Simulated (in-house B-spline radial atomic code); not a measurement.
Configurations of the ruthenium ion Ru⁶⁺, with energies counted from [Kr] 4d2. Computed with an all-electron radial atomic-structure program (B-spline basis): scalar-relativistic (X2C) r2SCAN0, spin-polarised, spherical fractional occupations, exact exchange averaged over the configuration, Fermi nucleus of rms radius 4.4809 fm. Shells without spins written out take the highest spin.

Occupations are held fixed; configurations that lie above the ionisation limit could autoionise.

| configuration | E - E(ref) (eV) | highest orbital | its <r> (bohr) |
| --- | --- | --- | --- |
| [Kr] 4d1 5s1 | 23.307 | 5s up | 2.103 |
| [Kr] 4d1 5p1 | 33.326 | 5p up | 2.322 |
| [Ar] 3d9 4s2 4p6 4d2 5p1 | 327.08 | 5p up | 2.274 |
| [Ar] 3d9 4s2 4p6 4d2 4f1 | 337.02 | 4f up | 1.747 |

(1) Order these further configurations by energy, lowest first.
A. [Ar] 3d9 4s2 4p6 4d3
B. [Ar] 3d9 4s2 4p6 4d2 5s1
C. [Ar] 3d10 4s2 4p5 4d2 5p1
D. [Ar] 3d10 4s2 4p5 4d3
E. [Kr] 4d1 4f1

## Answers

(1) E (43.942 eV), D (44.165 eV), C (79.217 eV), A (290.3 eV), B (316.83 eV).
